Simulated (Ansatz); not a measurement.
`CC(=N)C[SeH]` + `ClBCl` → `ClB(Cl)[SeH]` + `CC(C)=N`  (formal exchange of groups at the Se–C bond)

Program: Ansatz. Geometries: PBE0-D4/def2-TZVP. ΔE: electronic, gas phase. CBS: MP2 limit from def2 TZ/QZ plus the TZ coupled-cluster correction, frozen cores. This one scheme is used for every species. DFT in def2-TZVPP. B3LYP here is the variant with VWN-RPA as its local correlation; programs differ in this. For Se outer-core shells are correlated without core-valence functions, which leaves a few kJ/mol of doubt a bond. Scalar relativity is left out up to krypton. Each species was taken in one conformer, which may not be the lowest.

Task: Is it downhill or uphill in electronic energy at CCSD(T)/CBS, and by how much? (Best estimate.)

Result: Computed: Downhill: ΔE = -108.4 kJ/mol.

Task: What do these levels give: BLYP, PBE0, B3LYP, r2SCANh, SCS-MP2/def2-QZVPP, HF/CBS(def2)? (An estimate is asked.)

Result: Ansatz gave: BLYP -106.0, PBE0 -113.1, B3LYP -107.2, r2SCANh -115.4, SCS-MP2/def2-QZVPP -106.0, HF/CBS(def2) -100.6 kJ/mol.

Largest T1 diagnostic among the species: 0.012.

At CCSD(T), def2-SVP lies −4.9 kJ/mol from the extrapolated value and def2-TZVPP +3.7 kJ/mol. Leaving LDA and LC-ωPBE aside and taking each functional with its dispersion term where it has one, the values, not all of them listed here, spread over 11.3 kJ/mol, from B97M-V to BLYP-D4. LDA lies −4.3 kJ/mol from PBE without D4.
